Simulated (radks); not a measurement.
La35+, configuration [Ne] 3s1 3p6 3d5 (not the ground configuration). Calculated with a radial shooting solver on a logarithmic mesh with Libxc functionals: Dirac Kohn-Sham, BP86, spin-unpolarised, spherical densities, finite nucleus; open shells fill j = l - 1/2 first; Fermi nuclear charge, rms radius 4.855 fm. Some entries of the table are withheld. Estimate them.

| orbital | occ. | eigenvalue (eV) | <1/r> (bohr^-1) |
|---|---|---|---|
| 1s1/2 | 2 | -40435.72 | 62.03 |
| 2s1/2 | 2 | -7820.739 | 14.68 |
| 2p1/2 | 2 | (1) | (2) |
| 2p3/2 | 4 | (3) | (4) |
| 3s1/2 | 1 | -2763.864 | 5.625 |
| 3p1/2 | 2 | (5) | 5.553 |
| 3p3/2 | 4 | (6) | 5.219 |
| 3d3/2 | 4 | -2321.177 | (7) |
| 3d5/2 | 1 | -2299.634 | (8) |
| 4s1/2 | 0 | -1381.179 | 2.838 |
| 4p1/2 | 0 | -1325.413 | 2.793 |
| 4p3/2 | 0 | -1292.359 | 2.674 |

Answer. 
(1) 2p1/2 eigenvalue (eV): -7485.126
(2) 2p1/2 <1/r> (bohr^-1): 14.65
(3) 2p3/2 eigenvalue (eV): -7066.736
(4) 2p3/2 <1/r> (bohr^-1): 13.33
(5) 3p1/2 eigenvalue (eV): -2630.595
(6) 3p3/2 eigenvalue (eV): -2536.175
(7) 3d3/2 <1/r> (bohr^-1): 5.094
(8) 3d5/2 <1/r> (bohr^-1): 5.009
